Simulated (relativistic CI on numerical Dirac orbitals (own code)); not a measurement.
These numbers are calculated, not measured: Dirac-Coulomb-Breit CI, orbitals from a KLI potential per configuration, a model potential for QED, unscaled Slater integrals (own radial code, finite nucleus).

The strongest absorption lines from the ground level of an ion, among the configurations computed and to levels below about 3280 eV (vacuum wavelength in nm, gf): 0.40758 (0.014), 0.41406 (0.012), 0.42812 (0.42), 0.43395 (0.05), 0.43795 (1.4), 0.45815 (0.052), 4.7344 (0.13).

Task: Which ion is it?
A. Nb³⁵⁺
B. Ru³⁸⁺
C. Ag⁴¹⁺
D. Br²⁹⁺

Result: A. Nb³⁵⁺ has 6 electrons and the ground level 2s2 2p2 3P_0; the strongest line goes to 2s2 2p 3d 3D°_1. The pattern of lines fixes the number of electrons, and along that sequence the line energies rise steadily with the charge (about as its square where n changes within one kind of shell, about linearly where n is kept but much faster in heavy ions where fine structure, which grows about as Z⁴, sets the gap, and irregularly where shells cross), which fixes Z. Configurations outside the model, such as inner-shell arrays, can give stronger lines. At this charge energies of transitions that change n are usually good to better than 1 %, and those within a shell (Δn = 0) to a few per cent.

LS names give the leading component of a level, which can be under half, so a name can repeat, a term be missing and a line seem to break the LS rules.
